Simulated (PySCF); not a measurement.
C₂F₃, SMILES F[C]=C(F)F, multiplicity 2. Geometry: B3LYP-D3(BJ)/def2-SVP. The isomer is the one that the SMILES or the coordinates give; other isomers of the formula were not compared.

Computed equilibrium geometry at B3LYP-D3(BJ)/def2-SVP (PySCF confirms it by a frequency run) as a Z-matrix, and its point group:
point group Cs.
```
C
F 1 1.3163
C 1 1.3227 2 123.04
F 3 1.3022 1 129.93 2 180.00
F 1 1.3231 2 112.09 3 180.00
```
Charge 0, spin multiplicity 2.
